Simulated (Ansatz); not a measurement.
One change: `CCOBCl` becomes `CBOCC`.

Ansatz, PBE0-D4/def2-TZVP geometries, multiplicity 1. Each molecule was computed in one conformer, which needn't be the lowest.

```
                                        property  `CCOBCl`
            HOMO–LUMO gap (PBE0/def2-TZVPP) / eV      8.47
               HOMO energy (PBE/def2-TZVPP) / eV     -7.29
               LUMO energy (PBE/def2-TZVPP) / eV     -1.24
         HOMO–LUMO gap (ωB97M-V/def2-TZVPP) / eV     12.70
size of the dipole moment (B3LYP/def2-TZVPP) / D      2.84
             HOMO–LUMO gap (PBE/def2-TZVPP) / eV      6.05
```

Give the same properties after the change, and the shifts. (An estimate is asked.)

The calculation gave: 
```
                                        property  `CBOCC`  shift
            HOMO–LUMO gap (PBE0/def2-TZVPP) / eV     8.57   0.10
               HOMO energy (PBE/def2-TZVPP) / eV    -6.85   0.44
               LUMO energy (PBE/def2-TZVPP) / eV    -0.74   0.50
         HOMO–LUMO gap (ωB97M-V/def2-TZVPP) / eV    12.74   0.04
size of the dipole moment (B3LYP/def2-TZVPP) / D     1.15  -1.69
             HOMO–LUMO gap (PBE/def2-TZVPP) / eV     6.11   0.06
```

With PBE0 the HOMO rises by 0.41 eV and the LUMO rises by 0.52 eV, so the gap widens by about 0.11 eV. PBE moves the HOMO by 0.44 eV and ωB97M-V by 0.36 eV. The zero-point energy changes by 92.2 kJ/mol with +9 modes. Dipoles are sizes alone; their direction can turn.

B3LYP here is the variant with VWN-RPA as its local correlation; programs differ in this.
